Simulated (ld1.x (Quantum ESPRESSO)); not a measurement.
Sn (Z = 50), ultrasoft: configuration errors across variants

- Element: Sn
- Generator: ld1.x (Quantum ESPRESSO) 7.5
- Type: ultrasoft
- Functional: PBE
- Relativity: scalar-relativistic
- Frozen core: [Kr]
- Valence charge: 14
- Reference configuration: 4d10 5s2 5p0 (charge +2)
- Partial waves: 5s (bound): rcut 1.60, rcutus 2.10 bohr; 5s channel at -0.45 Ry: rcut 1.60, rcutus 2.10 bohr; 5p (bound, empty): rcut 1.70, rcutus 2.30 bohr; 5p channel at 2.25 Ry: rcut 1.70, rcutus 2.30 bohr; 4d (bound): rcut 1.15, rcutus 1.60 bohr; 4d channel at -2.5 Ry: rcut 1.15, rcutus 1.60 bohr
- Local potential: all-electron potential smoothed inside 1.30 bohr (lloc = -1)
- Core correction: Bessel-smoothed model core inside 1.05 bohr
- Augmentation charge: built from norm-conserving waves at rcut, not smoothed further

All-electron excitation energies from the reference (eV): (1) 4d10 5s2 5p2 -20.827; (2) 4d10 5s2 5p1 -13.952; (3) 4d10 5s1 5p0 30.971; (4) 4d10 5s0 5p4 -6.641; (5) 4d9 5s2 5p2 11.864; (6) 4d10 5s0 5p0 72.097; (7) 4d10 5s2 5p2.3 -21.676.

1 further variants failed, have other tests or too few solved ones, and are left out.

A true bound ghost makes a file unfit for plane-wave use even where its test errors are small: the radial tests pick states by their node count and pass the ghost by.

Errors AE − PS in meV (a dash: test not solved or not reliable):

```csv
change,(1),(2),(3),(4),(5),(6),(7),bound ghosts
base,+5.7,+3.2,-12,+1.4,-199,-45,+6.4,s
"all radii but the core radius scaled by about 0.93 (s 1.94, p 2.14, d 1.48 bohr, rcut 1.48/1.58/1.06); local potential all-electron potential smoothed inside 1.20 bohr (lloc = -1)",+1.0,+2.3,-12,-1.2,-145,-45,+0.5,"s, p"
"all radii but the core radius scaled by about 1.23 (s 2.58, p 2.82, d 1.96 bohr, rcut 1.96/2.08/1.40); local potential all-electron potential smoothed inside 1.60 bohr (lloc = -1)",–,–,–,–,–,–,–,"s, p"
"all radii but the core radius scaled by about 1.37 (s 2.88, p 3.16, d 2.20 bohr, rcut 2.20/2.34/1.58); local potential all-electron potential smoothed inside 1.78 bohr (lloc = -1)",–,–,–,–,–,–,–,"p, s"
```

**Question.** Give the same row for: all radii but the core radius scaled by about 1.13 (s 2.36, p 2.60, d 1.80 bohr, rcut 1.80/1.92/1.30); local potential all-electron potential smoothed inside 1.46 bohr (lloc = -1).

**Answer.** +5.3, +2.4, -15, -0.8, –, –, –; bound ghosts: s.
